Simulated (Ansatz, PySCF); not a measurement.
Gas-phase reaction (SMILES): [NH2][Al]([Cl])[Cl] + N (NH3) → [NH2][Al]([NH2])[Cl] + Cl (HCl); ammonia cleaves one Al-Cl bond, a model of a ligand-exchange step.

Geometries: B3LYP-D3(BJ)/def2-TZVP minima from Ansatz (an electronic-structure program), one conformer each, not searched for the lowest. Cores are frozen in the correlated levels unless marked. Spin-orbit coupling is left out. No relativistic terms. Basis-set limits of correlation are two-point, X^-3; Hartree-Fock from the larger set. Thermal terms are rigid-rotor harmonic-oscillator values from B3LYP-D3(BJ) frequencies (Ansatz or PySCF) at 298.15 K and 1 atm. 1 Eh = 627.5095 kcal/mol.

| species | E, CCSD(T)/CBS(aug-cc-pV(T+d)Z,aug-cc-pV(Q+d)Z) (Ansatz) (Eh) | E, wB97M-V/def2-TZVPD (Ansatz) (Eh) | H - E (Eh) |
|---|---|---|---|
| [NH2][Al]([Cl])[Cl] | -1217.65882 | -1218.95887 | 0.03578 |
| N (NH3) | -56.50411 | -56.55014 | 0.03799 |
| [NH2][Al]([NH2])[Cl] | -813.75592 | -814.69044 | 0.06019 |
| Cl (HCl) | -460.37804 | -460.79070 | 0.01000 |

Question: Work out ΔE and ΔH at 298.15 K at the first level, then ΔH at the second.

Answer: 
1. ΔE = [(-813.75592) + (-460.37804)] - [(-1217.65882) + (-56.50411)] = 0.02897 Eh = 18.2 kcal/mol at CCSD(T)/CBS(aug-cc-pV(T+d)Z,aug-cc-pV(Q+d)Z).
2. The terms H - E add up to -0.00358 Eh, so ΔH = (0.02897 + (-0.00358))×627.5095 = 15.9 kcal/mol.
3. At wB97M-V/def2-TZVPD the same steps give ΔE = 17.5 and ΔH = 15.2 kcal/mol, a shift of -0.7 from the first level.
4. These values are not checked against measurement here, since the tables used lack a sound gas-phase enthalpy of formation for at least one species.
